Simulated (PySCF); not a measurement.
## A thermochemical cycle for SnCl

PBE in PySCF with def2-TZVPPD on every atom (core potentials on Sn), for the lowest determinant that a PBE0 search found; no spin–orbit coupling. SnCl, a doublet (π ↑), has De = 4.12 eV to neutral atoms, and SnCl⁺, a singlet (closed shell), has De = 4.46 eV to Sn⁺ + Cl.

The adiabatic ionisation energy of SnCl, between the minima, is 6.92 eV.

Question: Which ionisation energy of the Sn atom does this level give?

Answer: IE(Sn) = IE(molecule) + De(ion) − De(neutral) = 6.92 + 4.46 − 4.12 = 7.26 eV; the measured value is 7.344 eV (NIST ASD).

Spin–orbit coupling is left out, which matters for elements this heavy, above all for dissociation energies. For an ion De counts to the pair picked by the measured ionisation energies or electron affinities, which need not be the lowest pair at this level. States were picked by a PBE0 search and need not be the measured ground states.
